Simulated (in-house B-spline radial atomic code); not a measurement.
## Ionising the chromium ion Cr¹⁰⁺ with different functionals

Computed with a B-spline radial code for spherical atoms: non-relativistic Hamiltonian, point nucleus, spin-polarised at highest spin, spherical fractional occupations for the functionals, and exact exchange of hybrids averaged over the configuration. The ionisation energy is the difference of two self-consistent energies, [Ne] 3s2 3p2 → [Ne] 3s2 3p1, without Breit or QED terms; ε is the level of the shell that loses the electron (its least bound occupied spin orbital).

```
   method                    rung  ΔSCF (eV)  -ε(3p) (eV)
     PBE0           global hybrid     269.47       259.40
    B3LYP           global hybrid     269.62       258.75
    TPSSh           global hybrid     269.63       257.54
   M06-2X           global hybrid          ?            ?
BHandHLYP           global hybrid     269.37       262.71
  r2SCAN0           global hybrid     269.68       259.88
    B97-1           global hybrid     269.47       258.80
    HSE06  range-separated hybrid     269.42       258.93
    wB97X  range-separated hybrid     269.45       261.79
CAM-B3LYP  range-separated hybrid          ?            ?
  LC-wPBE  range-separated hybrid     269.61       261.72
```

Question: What does M06-2X give?

Answer: ΔSCF 269.30 eV, and -ε(3p) = 262.91 eV.

Question: What does CAM-B3LYP give?

Answer: ΔSCF 269.55 eV, and -ε(3p) = 260.76 eV.

Question: Among the functionals, which spreads more, the ΔSCF values or the orbital energies?

Answer: The orbital energies: ΔSCF values span about 0.37 eV and the orbital energies 5.37 eV; here energy differences depend much less on the functional than eigenvalues do.

Question: How do they compare with the NIST value?

Answer: NIST lists 270.8 eV ± 0.5 (semi-empirical, ground level to ground level). Errors run from -1.50 to -1.12 eV. The correlated functionals all miss on the same side by more than they spread, so the cause is common to them (relativity, Breit-QED terms, multiplet and fine-structure energies, or a listed next ion that isn't the cheapest removal here) and closeness doesn't rank the functionals.
